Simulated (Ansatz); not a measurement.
Stretching the O4–H5 bond in BH3O (SMILES BO) (multiplicity 1 held, fragments rigid). Energies count from the point at 0.963 Å.
Geometry at that point (charge 0, multiplicity 1):
```xyz
5

B     -0.4484    -0.5534     0.0610
H     -0.3382    -1.3375     0.9518
H     -1.3024    -0.6419    -0.7734
O      0.4452     0.4596     0.0279
H      0.3210     1.0699    -0.7069
```

Unrestricted levels (U-) break spin symmetry where that is lower. Active spaces are followed from a long bond inwards. Levels need not reach the same state.

Correlated levels freeze the cores.

Programs: Ansatz (an electronic-structure program) with Gaussian orbitals. Each number belongs to the level named beside it.

Task: Predict the energy at R = 3.082 Å from U-CCSD(T)/cc-pVDZ.

Result: 102.9 kcal/mol

Task: Predict the energy at R = 3.082 Å from FIC-MRCISD+Q on CASSCF(4,3)/cc-pVDZ.

Result: 103.5 kcal/mol

Task: What is the computed energy at R = 3.082 Å (CASSCF(4,3)/cc-pVDZ)?

Result: 94.8 kcal/mol

Doubts at one or more of the structures used: a spin-contaminated determinant (U-CCSD(T)/cc-pVDZ); active orbitals that take no part (CASSCF(4,3)/cc-pVDZ, FIC-MRCISD+Q on CASSCF(4,3)/cc-pVDZ).
